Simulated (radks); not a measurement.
Results of a calculation; reference values are marked as such.
Spherical quantum dot in the effective-mass picture: electrons in a parabolic well V = omega^2 r^2 / 2 with omega = 2.31, all in effective atomic units (hartree* = m*/eps^2 hartree, bohr* = eps/m* bohr), one dielectric constant everywhere. Level of theory: non-relativistic Kohn-Sham, LDA (Slater exchange, Perdew-Wang correlation), spin-polarised, spherical densities (a radial shooting solver with Libxc functionals). Levels are named by radial order and angular momentum (1s, 1p, 1d, 2s, ...), and open shells are averaged over m.

N = 12, configuration 1s2 1p6 1d(up 4, down 0). This is the lowest configuration that the search found. Occupied and some empty levels:

| level | occupation | eigenvalue (hartree*) | <r> (bohr*) |
|---|---|---|---|
| 1s up | 1 | 12.745 | 0.9196 |
| 1s down | 1 | 12.848 | 0.9084 |
| 1p up | 3 | 14.265 | 1.175 |
| 1p down | 3 | 14.403 | 1.170 |
| 1d up | 4 | 15.917 | 1.364 |
| 1d down | 0 | 16.067 | 1.365 |
| 2s up | 0 | 16.148 | 1.225 |
| 2s down | 0 | 16.251 | 1.232 |
| 1f up | 0 | 17.678 | 1.520 |
| 1f down | 0 | 17.826 | 1.524 |
| 2p up | 0 | 18.003 | 1.398 |
| 2p down | 0 | 18.104 | 1.402 |

Energy (hartree*): total 123.697, kinetic 27.228, external 50.467, Hartree 54.112, exchange-correlation -8.1088.
